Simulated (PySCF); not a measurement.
**Correlation energy of Si (silicon, neutral)**

[Ne] 3s2 3p1 3d1, one real determinant (an excited configuration). Computed with PySCF 2.14 in x2c-QZVPPall with one added diffuse shell each of s, p, d, f type (10s7p5d3f1g, 86 functions), with scalar relativity by spin-free X2C-1e. Frozen: 1s2; 12 electrons correlated.

| level | correlation energy (mhartree) |
| --- | --- |
| CCSD | -265.37 |
| (T) | -20.03 |
| CCSD(T) | -285.40 |

Diagnostics: T1 = 0.045, D1 = 0.2190, largest double amplitude 0.428.

The real determinant used has ⟨L²⟩ near 8 against 12 for a pure F term, so it mixes terms. The outer electron is Rydberg-like, and this basis confines it to a smaller radius and binds it less than a complete one would. T1 exceeds 0.03, a sign that the reference determinant is poor. A double-excitation amplitude exceeds 0.15, a sign of near-degeneracy.

Cost of the coupled-cluster step: about 70 core-seconds, for 12 correlated electrons.

Iterations:

```
CC2 = 0
CCSD nocc = (np.int64(7), np.int64(5)), nmo = (85, 85)
frozen orbitals [[0], [0]]
max_cycle = 100
direct = 0
conv_tol = 1e-08
conv_tol_normt = 1e-06
diis_space = 8
diis_start_cycle = 0
Init t2, MP2 energy = -0.236380068455035
Init E_corr(UCCSD) = -0.236380068459376
cycle = 1  E_corr(UCCSD) = -0.246726411387207  dE = -0.0103463429  norm(t1,t2) = 0.0821877
cycle = 2  E_corr(UCCSD) = -0.252050935047339  dE = -0.00532452366  norm(t1,t2) = 0.0550642
cycle = 3  E_corr(UCCSD) = -0.258903873382294  dE = -0.00685293833  norm(t1,t2) = 0.0450214
cycle = 4  E_corr(UCCSD) = -0.260980430496565  dE = -0.00207655711  norm(t1,t2) = 0.0299898
cycle = 5  E_corr(UCCSD) = -0.263445506435697  dE = -0.00246507594  norm(t1,t2) = 0.0207225
cycle = 6  E_corr(UCCSD) = -0.264123187198132  dE = -0.000677680762  norm(t1,t2) = 0.0136674
cycle = 7  E_corr(UCCSD) = -0.26494718047428  dE = -0.000823993276  norm(t1,t2) = 0.00974491
cycle = 8  E_corr(UCCSD) = -0.265259906212605  dE = -0.000312725738  norm(t1,t2) = 0.00492939
cycle = 9  E_corr(UCCSD) = -0.265371032096865  dE = -0.000111125884  norm(t1,t2) = 0.00213749
cycle = 10  E_corr(UCCSD) = -0.265371274684231  dE = -2.42587366e-07  norm(t1,t2) = 0.000751098
cycle = 11  E_corr(UCCSD) = -0.265359295257159  dE = 1.19794271e-05  norm(t1,t2) = 0.000823233
cycle = 12  E_corr(UCCSD) = -0.265366454107703  dE = -7.15885054e-06  norm(t1,t2) = 0.000231588
cycle = 13  E_corr(UCCSD) = -0.265365047760526  dE = 1.40634718e-06  norm(t1,t2) = 4.00224e-05
cycle = 14  E_corr(UCCSD) = -0.265366180952838  dE = -1.13319231e-06  norm(t1,t2) = 1.67264e-05
cycle = 15  E_corr(UCCSD) = -0.265366332145713  dE = -1.51192876e-07  norm(t1,t2) = 9.35689e-06
cycle = 16  E_corr(UCCSD) = -0.265366561345601  dE = -2.29199888e-07  norm(t1,t2) = 4.03058e-06
cycle = 17  E_corr(UCCSD) = -0.265366962806965  dE = -4.01461364e-07  norm(t1,t2) = 2.45893e-06
cycle = 18  E_corr(UCCSD) = -0.265367054844416  dE = -9.20374502e-08  norm(t1,t2) = 8.64022e-07
cycle = 19  E_corr(UCCSD) = -0.26536705128159  dE = 3.56282537e-09  norm(t1,t2) = 8.32469e-07
UCCSD converged
E(UCCSD) = -289.4890895191547  E_corr = -0.2653670512815903
UCCSD(T) correction = -0.0200288440430621
```

The reference is one real determinant that mixes LS terms of this configuration.

This basis was not built for core-valence correlation, so the inner-shell part is incomplete.
